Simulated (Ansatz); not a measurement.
Program: Ansatz. Geometries: PBE0-D4/def2-TZVP. ΔE: electronic, gas phase. CCSD(T)/CBS is the MP2 limit (def2-TZVPP, def2-QZVPP) plus CCSD(T) − MP2 in def2-TZVPP, frozen cores. This one scheme is used for every species. DFT in def2-TZVPP. B3LYP here is the variant with VWN-RPA as its local correlation; programs differ in this. One conformer a species, not always the lowest.

Consider the cleavage of the B–Si bond: `B[Si](F)(F)[SiH3]` + `N=CO` → `BOC=N` + `F[SiH](F)[SiH3]`.

Task: Is it downhill or uphill in electronic energy at CCSD(T)/CBS, and by how much? (Best estimate.)

Result: Computed: Downhill: ΔE = -141.6 kJ/mol.

Task: What do these levels give: PBE-D4, B3LYP-D4, B2PLYP, LC-ωPBE, RPA@PBE/def2-TZVPP, HF/def2-TZVPP? (Estimate.)

Result: Computed: PBE-D4 -127.2, B3LYP-D4 -141.0, B2PLYP -146.0, LC-ωPBE -134.9, RPA@PBE/def2-TZVPP -143.7, HF/def2-TZVPP -150.6 kJ/mol.

Largest T1 diagnostic among the species: 0.015.

Leaving LDA and LC-ωPBE aside and taking each functional with its dispersion term where it has one, the values, not all of them listed here, spread over 20.9 kJ/mol, from CAM-B3LYP-D4 to revPBE-D4. LDA lies −8.5 kJ/mol from PBE without D4. From PBE to PBE0 (25 % exact exchange), in def2-TZVPP and without D4, ΔE moves by −3.0 kJ/mol.
